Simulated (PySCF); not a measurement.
Acid–base and redox partners of O[GeH3]. Gas-phase values, no solvent. One relaxed conformer stands for each flexible species; it need not be the lowest. Strings in code marks are SMILES.

Level of theory: PySCF with PBE0-D4/def2-TZVPD. 

```tsv
species	HOMO (eV)
neutral parent (`[GeH3][OH]`)	-8.47
proton removed from O1 (`[O-][GeH3]` (not the most acidic site))	-0.95
proton removed from Ge2 (`[OH][GeH2-]`)	-0.09
```
